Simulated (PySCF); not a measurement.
# Which determinant of SiPb⁺ lies lowest?

Unrestricted PBE0; PySCF, scalar-relativistic core potentials, basis sets Si def2-SVP, Pb def2-SVP with ECP60. Outer shells of the fragments: Si 3s2 3p2; Pb+ 5d10 6s2 6p1.

Followed along the bond (rough minima from three points):

```json
{"2Ms+1": "4", "unpaired": "σ ↑, π ↑↑", "⟨S²⟩ at the start": "3.75", "R at minimum (Å)": "2.63", "Te (eV)": "0.00"}
{"2Ms+1": "2", "unpaired": "σ ↓, π ↑↑", "⟨S²⟩ at the start": "1.77", "R at minimum (Å)": "2.63", "Te (eV)": "0.39"}
{"2Ms+1": "2", "unpaired": "σ ↑, π ↑↓", "⟨S²⟩ at the start": "1.76", "R at minimum (Å)": "2.64", "Te (eV)": "0.40"}
{"2Ms+1": "2", "unpaired": "π ↑", "⟨S²⟩ at the start": "0.75", "R at minimum (Å)": "2.83", "Te (eV)": "0.43"}
{"2Ms+1": "2", "unpaired": "σ ↑", "⟨S²⟩ at the start": "0.78", "R at minimum (Å)": "2.66", "Te (eV)": "1.00"}
```

Solutions found at the starting distance of 2.610 Å, counted from the lowest of them; the search is not exhaustive and high or unbound solutions are not listed, so other states can lie among these:

| 2Ms+1 | unpaired | term | E (eV) | ⟨S²⟩ | ⟨Lz²⟩ | μ (D) |
| --- | --- | --- | --- | --- | --- | --- |
| 4 | σ ↑, π ↑↑ | ⁴Σ⁻ | 0.00 | 3.75 | 0.00 | -2.08 |
| 2 | σ ↓, π ↑↑ | mixed | 0.39 | 1.77 | 0.00 | -2.13 |
| 2 | σ ↑, π ↑↓ | mixed | 0.40 | 1.76 | 2.01 | -2.18 |
| 2 | π ↑ | ²Π | 0.59 | 0.75 | 1.00 | -2.38 |
| 2 | σ ↑ | mixed | 1.01 | 0.78 | 2.00 | -2.51 |
| 2 | π ↑ | ²Π | 1.66 | 0.92 | 1.01 | -2.23 |
| 4 | σ ↑, π ↑↑ | mixed | 2.01 | 3.76 | 2.01 | -3.86 |
| 4 | π ↑↑↑ | ⁴Π | 2.58 | 3.76 | 1.00 | -3.07 |

A term symbol is given only where ⟨S²⟩ and ⟨Lz²⟩ are close to those of a pure state; real π, δ and φ orbitals otherwise mix terms. A positive dipole points towards Pb; it is taken about the centre of mass and depends on that origin.

These are scalar-relativistic numbers at best; spin–orbit coupling would shift them, the dissociation energy most.
